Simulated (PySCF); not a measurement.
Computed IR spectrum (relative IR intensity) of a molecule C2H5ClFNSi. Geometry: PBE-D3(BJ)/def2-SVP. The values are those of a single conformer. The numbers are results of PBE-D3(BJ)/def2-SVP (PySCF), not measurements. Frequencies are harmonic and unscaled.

Lines under 2 % of the strongest are left out, and lines within 2 cm⁻¹ are merged.

| ν (cm⁻¹) | relative intensity |
|---|---|
| 144 | 4.1 |
| 189 | 2.9 |
| 257 | 3.8 |
| 284 | 7.0 |
| 302 | 17 |
| 376 | 15 |
| 397 | 88 |
| 498 | 12 |
| 554 | 49 |
| 682 | 30 |
| 815 | 93 |
| 834 | 100 |
| 909 | 71 |
| 961 | 14 |
| 977 | 14 |
| 1006 | 9.8 |
| 1366 | 13 |
| 1478 | 40 |
| 1621 | 6.6 |
| 3053 | 7.2 |
| 3150 | 3.1 |
| 3496 | 23 |
| 3597 | 24 |

### Question
Identify the compound among the candidates.
A) FC/N=C/[SiH2]Cl
B) C=C[Si](N)(F)Cl
C) C/N=C/[Si@H](F)Cl
D) N[Si@H](Cl)/C=C/F

### Answer
B, C=C[Si](N)(F)Cl
